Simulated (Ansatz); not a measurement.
Computed with Ansatz on PBE0-D4/def2-TZVP structures; ΔE is electronic, products minus reactants. CCSD(T)/CBS is the MP2 limit (def2-TZVPP, def2-QZVPP) plus CCSD(T) − MP2 in def2-TZVPP, frozen cores. This one scheme is used for every species. Functionals use def2-TZVPP. HSE06 is defined as in plane-wave codes. One conformer a species, not always the lowest.

`C=N[SiH](N)F` + PH₃ → `N[SiH](F)P` + `C=N`  (ligand exchange at the Si–N bond)

`C=N[SiH](N)F`:

```xyz
10

C     0.820    1.322   -1.239
N     0.375    0.162   -1.039
Si    0.214   -0.569    0.520
N    -1.386   -1.098    0.639
F     0.604    0.480    1.675
H     0.904    1.712   -2.260
H     1.143    2.006   -0.440
H     1.182   -1.671    0.682
H    -1.751   -1.599    1.430
H    -2.105   -0.746    0.031
```

PH₃:

```xyz
4

P    -0.053   -0.569   -0.101
H     1.160    0.142   -0.295
H    -0.282    0.016    1.172
H    -0.826    0.411   -0.777
```

`N[SiH](F)P`:

```xyz
9

N     1.324   -0.096    0.855
Si   -0.292    0.193    0.430
F    -1.372   -0.480    1.412
P    -0.640   -0.769   -1.563
H     1.761   -0.992    0.717
H     1.796    0.453    1.554
H    -0.518    1.653    0.532
H    -1.973   -0.290   -1.663
H    -0.085    0.328   -2.273
```

`C=N`:

Z-matrix (Å, degrees):
```
C
N 1 1.261
H 1 1.096 2 124.9
H 1 1.092 2 118.8 3 -180.0
H 2 1.021 1 111.0 3 -0.0
```

CCSD(T)/CBS gives +29.3 kJ/mol.

Task: Another level gave +22.2 kJ/mol. Which?
A. HSE06/def2-TZVPP
B. HF/def2-TZVPP
C. PBE-D4/def2-TZVPP
D. ωB97M-V/def2-TZVPP

Result: A. HSE06 22.2, ωB97M-V 33.1, PBE-D4 17.4, HF/def2-TZVPP 47.8 kJ/mol.

Largest T1 diagnostic among the species: 0.013.

Leaving LDA and LC-ωPBE aside and taking each functional with its dispersion term where it has one, the values, not all of them listed here, spread over 20.7 kJ/mol, from PBE-D4 to BHLYP-D4. LDA lies +6.7 kJ/mol from PBE without D4. From BLYP to BHLYP (50 % exact exchange), in def2-TZVPP and without D4, ΔE moves by +10.1 kJ/mol.

CCSD(T)/CBS has its own doubt, a few kJ/mol and more with outer-core shells, so smaller differences from it don't rank the levels.
